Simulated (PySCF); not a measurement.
## Gas-phase XPS of (F2Al-mu-H)2, computed

Compound: (F2Al-mu-H)2.
Structure used (PBE0-D3(BJ)/def2-SVP), in Å, numbered top down from 1:
```
atom  x, y, z in Å
Al1   -0.6177   -1.0187    0.4121
F2    -0.0972   -1.7421    1.8018
F3    -1.9224   -1.5322   -0.4592
H4    -0.6859    0.6973    0.6205
Al5    0.6531    0.9989   -0.4333
F6     0.1328    1.7184   -1.8250
F7     1.9551    1.5118    0.4419
H8     0.7206   -0.7190   -0.6424
```

Level of theory: delta-SCF UKS SCAN, pcX-2 on the ionised atom, pcseg-1 elsewhere, spin-free X2C in PySCF. Binding energies are ΔSCF values: E(core-ionised, relaxed orbitals) − E(ground state) at a fixed geometry, referred to the vacuum level.

Q: List the computed XPS lines with their assignment.

A: 
```tsv
atom(s)	environment	level	binding energy (eV)	count
Al1/Al5	aluminium bonded to 2 F and 2 H	Al 1s	1569.76	2
F2/F3/F6/F7	fluorine bonded to Al	F 1s	692.68	4
```

Q: Which photon energy gives electrons from Al 1s of Al1/Al5 a kinetic energy of 50 eV, and what is their de Broglie wavelength?

A: hν = 1569.76 + 50 = 1619.76 eV, recoil neglected; λ = 12.264 Å/√(E/eV) = 1.73 Å.

The first atom of each set that the bonding makes equivalent was ionised and stands for the set. Isolated species at its PBE0-D3(BJ)/def2-SVP geometry, gas phase.
